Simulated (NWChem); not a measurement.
# Extrapolating the CCSD correlation energy of silene (CH$_{4}$Si)

```xyz
6

C      0.0000     0.0000    -1.1569
Si     0.0000     0.0000     0.5507
H      0.9266     0.0000    -1.7379
H     -0.9266     0.0000    -1.7379
H     -1.2496     0.0000     1.3539
H      1.2496     0.0000     1.3539
```
Charge 0, spin multiplicity 1.

Program: NWChem. Structure: optimised with PBE0/def2-SVP, a minimum by its harmonic frequencies.

The correlated methods keep 6 core orbitals frozen. No row is a measurement; the coupled-cluster row has its own basis-set and correlation limits.

Worked example. The CCSD correlation energy is -278.23 mHa in cc-pVDZ and -326.44 mHa in cc-pVTZ. The form E(X) = E∞ + A/X³ turns the pair into an estimate of the basis-set limit.

E∞ = (3³·(-326.44) − 2³·(-278.23))/(3³ − 2³) = -346.7 mHa. The larger basis holds 94 % of that. This is a two-point estimate, and a rough one from so small a pair.
